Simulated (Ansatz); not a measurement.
The first iterations of a band of H₃OSSn (6 atoms, charge -1, multiplicity 1).

Theory: RKS PBE/def2-SVP (Ansatz).

- movable images: 7
- climbing image: yes
- spring: 5.0 eV/Å²
- optimiser: quadratic models (default)
- start path: IDPP
- force threshold: 0.03 eV/Å
- iteration limit: 60
- end points: relaxed

Initial state:

```xyz
6
Properties=species:S:1:pos:R:3
O 0.255 -2.621 1.444
S 1.050 -1.612 0.532
Sn -0.140 0.520 -0.251
H -1.559 0.516 -1.354
H 1.069 1.373 -1.235
H -0.675 1.823 0.865
```

Final state:

```xyz
6
Properties=species:S:1:pos:R:3
O 0.583 -2.756 1.035
S 0.271 -1.284 1.504
Sn -0.109 0.507 -0.288
H -1.498 0.492 -1.428
H 1.166 1.035 -1.439
H -0.413 2.006 0.616
```

| iteration | highest image above the first end (eV) | largest band force component (eV/Å) |
| --- | --- | --- |
| 1 | 0.454 | 1.762 |
| 2 | 0.211 | 0.747 |
| 3 | 0.153 | 0.336 |

Task: Does the band converge within its limit, and where does its top end?

Result: The forces met the threshold. It ended after 11 iterations with the highest image 0.029 eV above the first end. A vibrational analysis at the climbing image gives one clearly imaginary mode, 81i cm⁻¹: a first-order saddle point. Limits of this set-up: an anion without diffuse functions, the dipole of an ion depends on the origin.

Time of the run: 2.1 min on 1 thread of Arm Neoverse V2, with other jobs on the host, peak memory 0.12 GiB.
